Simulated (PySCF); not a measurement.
## B(2+) (boron, charge +2) across methods

[He] 2p1, 2P determinant (an excited configuration). Calculation: PySCF 2.14, in dyall-av2z; the non-relativistic Hamiltonian (point nucleus).

| method | E (hartree) | mean ε 1s α (eV) | mean ε 1s β (eV) | mean ε 2p α (eV) | Σ⟨r²⟩ (bohr²) | ⟨S²⟩ |
| --- | --- | --- | --- | --- | --- | --- |
| LDA | -22.9385 | -208.44 | -207.84 | -26.423 | 3.308 | 0.750 |
| PBEsol | -23.0694 | -209.29 | -208.73 | -26.546 | 3.298 | 0.750 |
| r2SCAN | -23.2261 | -213.45 | -212.95 | -27.070 | 3.260 | 0.750 |
| UHF | -23.15334 | -239.01 | -238.39 | -31.778 | 3.333 | 0.750 |
| BHandHLYP | -23.2292 | -225.42 | -224.88 | -29.409 | 3.268 | 0.750 |
| LC-wPBE | -23.1975 | -216.44 | -215.86 | -31.216 | 3.250 | 0.750 |
| PBE0 | -23.1971 | -217.78 | -217.18 | -28.126 | 3.287 | 0.750 |
| PBE | -23.1937 | -210.44 | -209.86 | -26.782 | 3.284 | 0.750 |

(1) Estimate the same row for TPSSh.

Results:

(1) E (hartree) = -23.2402; mean ε 1s α (eV) = -215.23; mean ε 1s β (eV) = -214.67; mean ε 2p α (eV) = -27.422; Σ⟨r²⟩ (bohr²) = 3.265; ⟨S²⟩ = 0.750.
